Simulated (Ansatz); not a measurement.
Consider the cleavage of the B–B bond: `SBBCl` + `N[SiH3]` → `[SiH3]NBS` + `BCl`.

Gas-phase electronic energies from Ansatz, PBE0-D4/def2-TZVP geometries. CCSD(T)/CBS adds triple-zeta CCSD(T) − MP2 to the extrapolated MP2 energy (def2 sets, frozen cores). This one scheme is used for every species. DFT in def2-TZVPP. HSE06 is defined as in plane-wave codes. Each species was taken in one conformer, which may not be the lowest.

CCSD(T)/CBS gives -123.6 kJ/mol.

(1) Another level gave -126.4 kJ/mol. Which?
A. ωB97X-V/def2-TZVPP
B. HSE06-D4/def2-TZVPP
C. CAM-B3LYP-D4/def2-TZVPP
D. SCS-MP2/def2-TZVPP

Largest T1 diagnostic among the species: 0.015.

Results:

(1) C. CAM-B3LYP-D4 -126.4, HSE06-D4 -117.6, ωB97X-V -122.2, SCS-MP2/def2-TZVPP -131.3 kJ/mol.

From PBE to PBE0 (25 % exact exchange), in def2-TZVPP and without D4, ΔE moves by −4.4 kJ/mol. Leaving LDA and LC-ωPBE aside and taking each functional with its dispersion term where it has one, the values, not all of them listed here, spread over 14.6 kJ/mol, from BHLYP-D4 to PBE-D4. LDA lies −6.2 kJ/mol from PBE without D4.
